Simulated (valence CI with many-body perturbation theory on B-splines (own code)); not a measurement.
## Cr⁺: what the settings do

Computed by configuration interaction combined with many-body perturbation theory (CI+MBPT): five valence electrons over a frozen Dirac-Fock core [Ar], radial functions for each j: 6 s, 6 p, 5 d, 5 f, 1 g, with the one-electron correlation potential Σ1 (screened to all orders), the two-electron term Σ2, the three-electron term Σ3, Breit, model QED; selected single and double excitations, second order for the rest, scaled by the run's own slope (own B-spline code, finite nucleus).

Against 16 measured levels this calculation errs by 2822 cm⁻¹ on average and by 4737 at most. These come from a selection out of the NIST Handbook of Basic Atomic Spectroscopic Data. Levels without a partner in it may be off by more, other configurations by 1,000 to 4,000 cm⁻¹. Among the levels kept, up to 2200 cm⁻¹ of a level comes from second order outside the variational space, and about a tenth of that is noise between levels of different J, which matters for small intervals. Only levels of the ground parity were solved; by the run's estimate the other parity begins above the list, which can be wrong where configurations are misplaced.

The reference run has the lowest level 3d5 6S_5/2 and an ionisation energy of 15.7588 eV. Its largest variational space holds 9992 state functions.

Changed runs:
A. correlating orbitals by l 3 3 3 3 1 → 4 4 3 4 2
B. box radius (bohr) 28.009 → 20.1; scale of Σ1 1 → 0
C. size limit of the variational space 10000 → 3000; scale of Σ2 1 → 0
D. Davidson tolerance 2e-05 → 0.03 (bad on purpose)

Excitation energies of the reference run in cm⁻¹, and shifts in cm⁻¹:

```
                 Level  Reference        A        B        D
         3d4 4s 6D_1/2       7242      +94    -4860      -46
         3d4 4s 6D_3/2       7349     +106    -4910      -88
         3d4 4s 6D_5/2       7499     +108    -4943     -137
         3d4 4s 6D_7/2       7639      +86    -4965     -141
         3d4 4s 6D_9/2       7760     +128    -4943      -91
         3d4 4s 4D_1/2      14850      +59    -4795     -9.2
         3d4 4s 4D_3/2      15012      +63    -4857     -112
         3d4 4s 4D_5/2      15195      +64    -4877     -172
         3d4 4s 4D_7/2      15405      +56    -4907     -149
            3d5 4G_5/2      19875      +83    -1185      -17
            3d5 4G_7/2      19876      +84    -1201      -18
           3d5 4G_11/2      19880      +79    -1167      -64
Ionisation energy (eV)    15.7588  +0.0115  -0.8326  -0.0022
```

Run C ends with another lowest level, 3d4 4s 6D_1/2, and an ionisation energy of 15.2212 eV.
